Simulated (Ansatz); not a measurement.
`O[Si](O)(Cl)C[SiH2]Cl` and `O[SiH](O)C[SiH2]Cl` differ in one atom or group.

Ansatz, PBE0-D4/def2-TZVP geometries, multiplicity 1. Each molecule was computed in one conformer, which needn't be the lowest.

```tsv
property	`O[Si](O)(Cl)C[SiH2]Cl`
size of the dipole moment (ωB97M-V/def2-TZVPP) / D	1.17
HOMO–LUMO gap (PBE0/def2-TZVPP) / eV	9.07
LUMO energy (B3LYP/def2-TZVPP) / eV	-0.10
HOMO–LUMO gap (B3LYP/def2-TZVPP) / eV	8.62
HOMO energy (PBE0/def2-TZVPP) / eV	-8.97
HOMO energy (ωB97M-V/def2-TZVPP) / eV	-11.19
```

**Question.** Give the same properties after the change, and the shifts. (Estimate.)

**Answer.** Ansatz gave: 
```csv
property,`O[SiH](O)C[SiH2]Cl`,shift
size of the dipole moment (ωB97M-V/def2-TZVPP) / D,1.25,0.08
HOMO–LUMO gap (PBE0/def2-TZVPP) / eV,8.70,-0.37
LUMO energy (B3LYP/def2-TZVPP) / eV,-0.02,0.08
HOMO–LUMO gap (B3LYP/def2-TZVPP) / eV,8.27,-0.35
HOMO energy (PBE0/def2-TZVPP) / eV,-8.50,0.47
HOMO energy (ωB97M-V/def2-TZVPP) / eV,-10.71,0.48
```

With PBE0 the HOMO rises by 0.47 eV and the LUMO rises by 0.08 eV, so the gap narrows by about 0.39 eV. PBE moves the HOMO by 0.35 eV and ωB97M-V by 0.48 eV. Dipoles are sizes alone; their direction can turn.

B3LYP here is the variant with VWN-RPA as its local correlation; programs differ in this.
